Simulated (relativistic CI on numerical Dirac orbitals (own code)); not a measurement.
## Hyperfine structure of Pd X, mass number 105

Calculated at this level of theory: Dirac-Coulomb-Breit CI, orbitals from a KLI potential per configuration, model QED, unscaled Slater integrals (own radial code, finite nucleus).

Configuration list (outside the closed core [Ar] 3d10): 4s2 4p6 4d, 4s2 4p6 4f, 4s2 4p5 4d2, 4s2 4p6 5s, 4s2 4p6 5p, 4s 4p6 4d2, 4s2 4p5 4d 4f, 4s2 4p6 5d, 4s 4p6 4d 4f, 4s2 4p6 6s, 4s2 4p6 6p, 4s2 4p6 5f, 4s2 4p5 4d 5s, 4s2 4p6 5g, 4p6 4d3, 4p5 4d4, 4p5 4d3 4f. Double excitations out of closed p, d and f shells are left out; levels of such configurations are missing from the list, as are those of other unlisted configurations, and high levels can miss mixing partners. These lack a partner that the ground configuration has and come out too high: 4s2 4p5 4d 5s.

Nuclear spin I = 5/2, μ = -0.642 μN, Q = 0.66 b (tables of Stone and Pyykkö). The electronic factors are computed for point nuclear moments, without core polarisation or the Bohr-Weisskopf and QED corrections.

```tsv
Level	E (eV)	A (MHz)	B (MHz)
4s2 4p6 4d 2D_3/2	0.0000	-527.9	852
4s2 4p6 4d 2D_5/2	0.8072	-226.7	1150
4s2 4p6 5s 2S_1/2	44.7504	-9371	
4s2 4p5 4d2 4D°_1/2	50.3929	-303.5	
4s2 4p5 4d2 4D°_3/2	50.6335	-444.4	797
4s2 4p5 4d2 4D°_5/2	51.0560	-343.9	-93.2
4s2 4p5 4d2 4D°_7/2	51.7335	-292	-1520
4s2 4p5 4d2 4G°_11/2	52.8523	-573.8	-6350
```

Levels with J = 0, under 50 % of one LS term, or S terms without an open s electron are left out. Small factors come from cancelling terms and can be off by tens of per cent or more.

At this charge energies of transitions that change n are usually good to better than 1 %, and those within a shell (Δn = 0) to a few per cent.

Task: Give the hyperfine levels of 4s2 4p6 4d 2D_3/2 relative to its centre of gravity.

Result: With K = F(F + 1) − I(I + 1) − J(J + 1), E = AK/2 + B[¾K(K + 1) − I(I + 1)J(J + 1)]/[2I(2I − 1)J(2J − 1)]: F = 1: 3368, F = 2: 1631, F = 3: -336.5, F = 4: -1767 MHz.

LS names give the leading component of a level, which can be under half, so a name can repeat, a term be missing and a line seem to break the LS rules.
